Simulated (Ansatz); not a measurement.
```yaml
atoms:
  - { symbol: S, position_ang: [0.0000, 0.0000, -0.4606] }
  - { symbol: O, position_ang: [0.0000, 0.0000, 0.9212] }
```

Basis set: def2-TZVP (spherical functions). Correlated methods keep 6 orbitals frozen. Charge 0, multiplicity 3.

Computed with Ansatz (development build ahead of 0.2.0); each method stands on the lowest determinant of its kind that the runs found.

The atomization energy at this shape (free ground-state atoms in the same class of orbitals less the molecule, no zero-point energy) of triplet SO:

```csv
method,atomization energy
UHF-MP2,117.89 kcal/mol
```

(1) What does UHF give?

## Answers

(1) 52.21 kcal/mol. Caution: the shape is not the minimum.
